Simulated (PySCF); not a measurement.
C3H8O2Si, SMILES OC[SiH]1COC1.

Geometry: r2SCAN-D4/def2-SVP. The structure was generated by enumeration, and PubChem lists no compound with its InChIKey, so it may never have been made. Other conformers were not sampled.

Two levels are set side by side: PBE/def2-TZVP (PySCF) and PBE0/def2-TZVP (PySCF). Same geometry, gas phase. Differences are taken from unrounded values.

```json
[
 {"quantity": "orbital gap (eV)", "PBE": "4.81"},
 {"quantity": "highest occupied level (eV)", "PBE": "-5.56"},
 {"quantity": "lowest empty level (eV)", "PBE": "-0.75"},
 {"quantity": "dipole moment (D)", "PBE": "1.96"},
 {"quantity": "mean polarisability (bohr³)", "PBE": "71.7"}
]
```

### Question
These are the PBE values. What does PBE0 give? (The exact figures need the calculation; the answer reports its results.)

### Answer

| quantity | PBE0 | PBE minus PBE0 |
|---|---|---|
| orbital gap (eV) | 7.19 | -2.38 |
| highest occupied level (eV) | -7.06 | 1.50 |
| lowest empty level (eV) | 0.13 | -0.88 |
| dipole moment (D) | 2.08 | -0.13 |
| mean polarisability (bohr³) | 68.7 | 3.0 |

Without exact exchange PBE keeps part of each electron's self-repulsion, which lifts occupied levels and narrows the gap. Loosely held outer electrons make PBE densities more polarisable. Differences between two approximate levels are no errors against the true value.

Rough cost on one machine, each run with all the roots and properties that it gave: PBE0 against PBE within a factor of 2.
